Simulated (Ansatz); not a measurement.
The lowest singlet and triplet of CH3N (SMILES C[N]); geometries from B3LYP-D3(BJ)/def2-TZVP, each state relaxed from the structure named, with no frequency check, low spin by broken symmetry.
Singlet (charge 0, multiplicity 1):
```json
[
 {"atom": "C", "x (Å)": "-0.5333", "y (Å)": "0.0606", "z (Å)": "0.0404"},
 {"atom": "N", "x (Å)": "0.8540", "y (Å)": "-0.0971", "z (Å)": "-0.0647"},
 {"atom": "H", "x (Å)": "-0.8723", "y (Å)": "-0.0929", "z (Å)": "1.0779"},
 {"atom": "H", "x (Å)": "-0.8418", "y (Å)": "1.0726", "z (Å)": "-0.2689"},
 {"atom": "H", "x (Å)": "-1.0643", "y (Å)": "-0.6638", "z (Å)": "-0.5985"}
]
```

A positive gap puts the triplet lower; no zero-point energy. R- takes a restricted singlet, here one determinant of a half-filled degenerate or near-degenerate pair, which mixes singlet states. U- takes an unrestricted singlet (broken symmetry where lower, unprojected). The triplet is unrestricted in single-reference levels. Active spaces average the two states.

Correlated levels freeze the cores.

Programs: Ansatz (Gaussian orbitals). 

Estimate the gap E(singlet) − E(triplet), vertical, at the singlet's geometry that FIC-MRCISD+Q on SA-CASSCF(2,2)/cc-pVTZ returns for this input.

1.49 eV

Give the gap E(singlet) − E(triplet), vertical, at the singlet's geometry at the level U-PBE/def2-TZVPP (spin-contaminated).

0.48 eV

What is the computed gap E(singlet) − E(triplet), vertical, at the singlet's geometry (R-HF/cc-pVQZ)?

2.74 eV

Doubts at one or more of the structures used: a restricted determinant that unrestricted orbitals would lower (R-HF/cc-pVQZ).

Ansatz is a program for electronic structure.
